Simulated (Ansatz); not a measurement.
Program: Ansatz. Geometries: PBE0-D4/def2-TZVP. ΔE: electronic, gas phase. CBS: MP2 limit from def2 TZ/QZ plus the TZ coupled-cluster correction, frozen cores. This one scheme is used for every species. Functionals use def2-TZVPP. B3LYP here is the variant with VWN-RPA as its local correlation; programs differ in this. For Br outer-core shells are correlated without core-valence functions, which leaves a few kJ/mol of doubt a bond. Scalar relativity is left out up to krypton. One conformer a species, not always the lowest.

`C=CCBr` + HCl → `ClCBr` + `C=C`  (substitution at a C–C bond)

`C=CCBr`:

Z-matrix (Å, degrees):
```
C
C 1 1.478
Br 1 1.962 2 110.8
H 1 1.088 2 112.5 3 -118.5
H 1 1.089 2 112.7 3 116.5
C 2 1.326 1 123.4 3 115.9
H 2 1.086 1 116.3 3 -64.4
H 6 1.083 2 121.4 1 178.9
H 6 1.085 2 121.5 1 -1.1
```

HCl:

Cartesian coordinates in Å:
```
Cl -0.561 -0.283 0.117
H 0.561 0.283 -0.117
```

`ClCBr`:

```xyz
5

Cl   -0.881   -0.941   -1.114
C     0.144    0.035   -0.075
Br   -0.662    0.436    1.632
H     0.339    0.982   -0.566
H     1.060   -0.511    0.124
```

`C=C`:

Cartesian coordinates in Å:
```
C 0.116 0.645 -0.092
C -0.116 -0.645 0.092
H 0.569 1.257 0.680
H -0.136 1.142 -1.022
H -0.569 -1.257 -0.680
H 0.136 -1.142 1.022
```

Task: Is it downhill or uphill in electronic energy at CCSD(T)/CBS, and by how much? (An estimate is asked.)

Result: The calculation gave: Uphill: ΔE = +52.4 kJ/mol.

Task: What do these levels give: PBE-D4, CAM-B3LYP-D4, ωB97X-V, ωB97M-V, PBE-QIDH, PBE, B3LYP, BHLYP, RPA@PBE/def2-TZVPP, CCSD/def2-SVP, HF/def2-QZVPP, MP2/CBS(def2)? (Estimate.)

Result: Computed: PBE-D4 49.0, CAM-B3LYP-D4 51.9, ωB97X-V 49.5, ωB97M-V 50.1, PBE-QIDH 54.7, PBE 46.9, B3LYP 47.0, BHLYP 50.8, RPA@PBE/def2-TZVPP 51.6, CCSD/def2-SVP 62.8, HF/def2-QZVPP 50.7, MP2/CBS(def2) 54.1 kJ/mol.

Task: What do rigid-rotor, harmonic-oscillator terms from PBE0-D4/def2-TZVP frequencies (298.15 K, 1 bar) make of the CCSD(T)/CBS value? (Best estimate.)

Result: Ansatz gave: ΔZPE = +5.3 kJ/mol, ΔH = +56.4 kJ/mol, ΔS = 11 J/(mol·K), ΔG = +53.1 kJ/mol.

Largest T1 diagnostic among the species: 0.011.

At CCSD(T), def2-SVP lies +10.5 kJ/mol from the extrapolated value and def2-TZVPP +2.7 kJ/mol. From PBE to PBE0 (25 % exact exchange), in def2-TZVPP and without D4, ΔE moves by +3.7 kJ/mol.
